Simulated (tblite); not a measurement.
Species: C₅H₅F₂O₃ (doublet state).
Geometry (GFN2-xTB, Å), atoms numbered from 1 in this order:
```xyz
15
C5H5F2O3 angstrom
O     -3.0276    1.0645   -1.0247
C     -1.9645    0.7159   -0.5482
C     -0.7003    1.3693   -0.6130
C      0.3123    0.5162    0.0438
O      1.2119    0.0110   -0.9513
C      2.2003   -0.7814   -0.4643
F      3.1527   -0.0408    0.1613
F      2.8011   -1.3772   -1.4961
O     -0.3694   -0.5141    0.6857
C     -1.7072   -0.5830    0.2107
H     -0.4603    2.2400   -1.1907
H      0.9113    1.0690    0.7910
H      1.8541   -1.5487    0.2513
H     -1.8405   -1.4477   -0.4502
H     -2.3784   -0.6850    1.0670
```

Computed with GFN2-xTB (tblite): harmonic, unscaled wavenumbers at the GFN2-xTB geometry, gas phase. The method is semi-empirical: single wavenumbers can be off by several per cent or more. One conformer, not necessarily the lowest. Open shells enter through the occupations alone, without spin polarisation, and single modes of such species can be off by tens of per cent.

Harmonic wavenumbers (cm⁻¹): 38.1, 53.4, 83.7, 110.9, 181.1, 303.2, 396.9, 443.8, 456.5, 488.9, 523.8, 577.7, 617.6, 660.8, 764.8, 885.7, 901.4, 929.1, 948.3, 991.1, 1006.8, 1072.8, 1099.3, 1116.3, 1123.9, 1133.3, 1219.6, 1257.0, 1257.3, 1265.1, 1276.2, 1285.7, 1420.3, 1653.8, 2807.3, 2878.5, 2911.1, 2962.7, 3165.0.

A = 3581, B = 665.2, C = 657.3 MHz; mass 151.021 u (most abundant isotopes); point group C1, symmetry number 1; spin multiplicity 2.

Question: Zero-point energy?

Answer: ½Σν̃ = 21134 cm⁻¹ = 252.82 kJ/mol.

Question: What is S at 298.15 K and 1 bar for an ideal gas of classical rigid rotors and harmonic oscillators?

Answer: Translation 171.43, rotation 124.30, vibration 114.66, spin (R ln 2) 5.76: S = 416.2 J/(mol K).

Question: And Cp and H(298.15 K) − H(0)?

Answer: Cp = 146.01 J/(mol K), of which vibrations give 112.75 (their classical limit is 39 R = 324.3); H(298.15 K) − H(0) = 26.94 kJ/mol without the zero-point energy, 17.02 from vibrations.

Question: What must be added to the electronic energy to get the Gibbs energy at 298.15 K and 1 bar?

Answer: ZPE + [H(298.15 K) − H(0)] − T·S = 252.82 + 26.94 − 124.08 = 155.68 kJ/mol.

Question: How do the functions run with temperature in this model?

Answer: 
```json
{"T (K)": "100", "S (J/(mol K))": "305.3", "Cp (J/(mol K))": "73.3", "H − H(0) (kJ/mol)": "5.53", "G − H(0) (kJ/mol)": "-24.99", "ln q(vib)": "2.17"}
{"T (K)": "200", "S (J/(mol K))": "366.1", "Cp (J/(mol K))": "107.6", "H − H(0) (kJ/mol)": "14.50", "G − H(0) (kJ/mol)": "-58.71", "ln q(vib)": "4.64"}
{"T (K)": "300", "S (J/(mol K))": "417.1", "Cp (J/(mol K))": "146.7", "H − H(0) (kJ/mol)": "27.21", "G − H(0) (kJ/mol)": "-97.91", "ln q(vib)": "6.97"}
{"T (K)": "500", "S (J/(mol K))": "508.6", "Cp (J/(mol K))": "213.1", "H − H(0) (kJ/mol)": "63.64", "G − H(0) (kJ/mol)": "-190.69", "ln q(vib)": "11.54"}
{"T (K)": "800", "S (J/(mol K))": "622.6", "Cp (J/(mol K))": "269.4", "H − H(0) (kJ/mol)": "137.01", "G − H(0) (kJ/mol)": "-361.04", "ln q(vib)": "18.07"}
{"T (K)": "1000", "S (J/(mol K))": "685.2", "Cp (J/(mol K))": "291.1", "H − H(0) (kJ/mol)": "193.20", "G − H(0) (kJ/mol)": "-491.97", "ln q(vib)": "22.07"}
```

q(vib) and H(0) count from the zero-point level.

Hindered rotation and anharmonicity are outside this model. Other conformers, if any are populated, would add a mixing term that is left out. The structure is chiral; the term R ln 2 for an equal mix with its mirror image is left out.
